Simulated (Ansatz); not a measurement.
System: S₂O, charge 0, multiplicity 1. SMILES: S=[S+][O-]
Coordinates optimised at B3LYP-D3(BJ)/def2-TZVP (Ansatz, a quantum-chemistry and plane-wave program):
```xyz
3

S     -1.2713    -0.2700    -0.0085
S      0.6249    -0.2533     0.0083
O      1.2928     1.0466     0.0004
```

Computed values are from Ansatz. Valence correlation only, unless marked. Open shells are spin-unrestricted. Spin-orbit coupling is left out. No relativistic terms. CBS marks a two-point X^-3 extrapolation of the correlation energy; Hartree-Fock from the larger set. [CCSD(T)-MP2]/basis is that difference in the basis named.

The Hartree-Fock reference is unstable (checked in the largest basis), which strains HF and MP2. 

Question: What is the vertical triplet-singlet gap at RI-MP2/CBS(aug-cc-pV(T+d)Z,aug-cc-pV(Q+d)Z)+[CCSD(T)-MP2]/aug-cc-pV(T+d)Z?

Answer: 2.72 eV.

Question: What is the atomisation energy De at CCSD(T)/CBS(cc-pV(T+d)Z,cc-pV(Q+d)Z)?

Answer: 205.4 kcal/mol.

Question: What is the vertical electron affinity (to the doublet; negative means unbound) at RI-MP2/CBS(aug-cc-pV(T+d)Z,aug-cc-pV(Q+d)Z)+[CCSD(T)-MP2]/aug-cc-pV(T+d)Z?

Answer: 1.70 eV.

Question: What is the total energy at CCSD(T)/CBS(cc-pV(T+d)Z,cc-pV(Q+d)Z)?

Answer: -870.6817 Eh.

Question: What is the T1 diagnostic at CCSD/cc-pV(Q+d)Z?

Answer: 0.022.
